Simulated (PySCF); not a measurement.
Two species compared at the same levels of theory.

First species: C₈H₁₄.
InChI=1S/C8H14/c1-4-6-7-8(3)5-2/h1,8H,5-7H2,2-3H3/t8-/m1/s1

Second species: C8H17P.
Atom-mapped SMILES: `[CH3:1][CH:2]=[P:3]1([CH3:4])[CH2:5][CH2:6][CH2:7][CH2:8][CH2:9]1` (hydrogens: H10, H11, H12 on C1; H13 on C2; H14, H15, H16 on C4; H17, H18 on C5; H19, H20 on C6; H21, H22 on C7; H23, H24 on C8; H25, H26 on C9)

Structure used (GFN2-xTB), in Å, numbered top down from 1:
```xyz
26
C8H17P angstrom
C     -2.603    1.172   -0.684
C     -1.346    0.440   -1.122
P     -0.582   -0.601    0.006
C     -1.172   -2.147    0.928
C      0.973   -1.193   -0.752
C      1.878   -0.002   -1.048
C      2.247    0.768    0.217
C      1.034    1.427    0.868
C      0.054    0.394    1.411
H     -2.749    2.032   -1.338
H     -2.497    1.542    0.335
H     -3.513    0.569   -0.732
H     -1.482   -0.094   -2.067
H     -2.052   -1.877    1.512
H     -1.467   -2.891    0.188
H     -0.420   -2.572    1.588
H      0.732   -1.728   -1.673
H      1.456   -1.892   -0.063
H      1.358    0.668   -1.735
H      2.789   -0.355   -1.538
H      2.975    1.541   -0.041
H      2.722    0.090    0.933
H      1.366    2.079    1.681
H      0.519    2.039    0.125
H      0.542   -0.270    2.130
H     -0.783    0.884    1.915
```

Levels: PBE0/pcSseg-1 for HOMO energy, LUMO energy and HOMO–LUMO gap. Geometries: GFN2-xTB. Each species is one conformer at its optimised geometry, gas phase, non-relativistic unless stated; the electronic structure was computed with PySCF and density fitting.

Dipoles, sizes and rotational constants follow the conformer. The torsions of the flexible species, by atom-mapped SMILES:
- `[CH:1]#[C:2][CH2:3][CH2:4][C@H:5]([CH3:6])[CH2:7][CH3:8]`: C2–C3–C4–C5 -58°, C3–C4–C5–C6 -66°, C4–C5–C7–C8 -171°

The conformers of `CC=P1(C)CCCCC1` aren't listed.

Values for the first species:

| Quantity | Value |
| --- | --- |
| HOMO energy | -7.66 eV |
| LUMO energy | 1.15 eV |
| HOMO–LUMO gap | 8.81 eV |

Task: Estimate the same properties for the second species, and the change in each.

Result: 
```tsv
property	first	second	second less first
HOMO energy	-7.66 eV	-4.70 eV	+2.96 eV
LUMO energy	1.15 eV	1.02 eV	-0.13 eV
HOMO–LUMO gap	8.81 eV	5.72 eV	-3.09 eV
```

